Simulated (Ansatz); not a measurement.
Ideal-gas functions of `FB1CC1Cl` at 800 K and 1 bar, from an Ansatz frequency run at PBE0-D4/def2-TZVP.

Molar mass 92.31 g/mol, point group C1 (symmetry number 1), electronic degeneracy 1, moments of inertia 63.352, 208.198, 251.037 u Å². Harmonic wavenumbers (cm⁻¹, unscaled): 102, 232, 327, 429, 639, 656, 697, 926, 952, 984, 1031, 1113, 1228, 1373, 1627, 3121, 3178, 3202.

Use S(trans) = R[1.5 ln M + 2.5 ln T − 1.1517]; rotational temperatures θ = 24.2544 K / I; S(rot) = R[ln(√π/σ · √(T³/θAθBθC)) + 1.5]; for each mode x = 1.438777 ν̃/T, S = R[x/(eˣ − 1) − ln(1 − e⁻ˣ)] and H = RT x/(eˣ − 1); 1 cm⁻¹ = 0.0119627 kJ/mol; R = 8.31446 J/(mol·K).

Q: By hand: the entropy, in J/(mol·K).

A: Translation 185.8. Rotation: θ = 0.3829, 0.1165, 0.0966 K, giving 123.2. Vibration, mode by mode: 22.43, 15.64, 12.85, 10.67, 7.60, 7.41, 6.96, 4.97, 4.79, 4.58, 4.28, 3.81, 3.23, 2.63, 1.84, 0.20, 0.18, 0.18, in all 114.2. Electronic 0.0. Sum 423.2 J/(mol·K).

Q: By hand: H − E and G − E in kJ/mol, counted from the electronic energy.

A: Zero-point energy ½ × 21817 × 0.0119627 = 130.5; thermal vibration 47.8; translation, rotation and pV give 4 RT = 26.6. H − E = 204.9 kJ/mol, and G − E = 204.9 − 800 × 423.2/1000 = -133.7 kJ/mol.

Vibration gives 27 % of the entropy, 22.4 J/(mol·K) of it from the mode under 150 cm⁻¹: soft modes count most, and the harmonic formula is weakest for them. The sum counts one conformer and one mirror image; others add a mixing term.
